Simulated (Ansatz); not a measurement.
System: sum formula SiN$_{2}$H$_{4}$Cl$_{2}$ (charge 0, singlet). 
Structure (B3LYP-D3(BJ)/def2-TZVP (Ansatz, a first-principles code) minimum search):
```xyz
9

Si     0.0035    -0.3639     0.0078
Cl    -0.0753     0.8478    -1.6658
Cl     0.0581     0.9201     1.6277
N      1.3836    -1.3291     0.1763
N     -1.3574    -1.3621    -0.1183
H      1.5772    -2.0583    -0.4921
H      2.2193    -0.9647     0.6039
H     -2.1998    -1.0328    -0.5608
H     -1.5371    -2.0655     0.5810
```

CCSD(T) with Ansatz in growing basis sets, 32 correlated electrons. Correlated levels leave the core frozen unless marked. UHF or UKS for open shells. Spin-orbit coupling is left out. Non-relativistic. Costs are ratios of core time to the smallest set, on shared machines of one kind, and rough; they hold the program's checks for lower states.

```
basis        functions  cost over smallest  E(corr) (Eh)  electronic atomisation energy (kcal/mol)
-----------  ---------  ------------------  ------------  ----------------------------------------
cc-pV(D+d)Z        117                  1×       -0.7740                                     667.1
cc-pV(T+d)Z        233                  7×             ?                                         ?
```

What does the step to cc-pV(T+d)Z buy, and how does its cost grow by formal scaling?

Formally CCSD grows as o²v⁴ and (T) as o³v⁴; with o = 16 and v going from 84 to 200 both grow 32-fold in the last step, while integrals and the mean field grow more slowly. That step adds 234.1 mEh of correlation energy and 60.6 kcal/mol to the atomisation energy. Row: E(corr) (Eh) -1.0081, electronic atomisation energy (kcal/mol) 727.7.
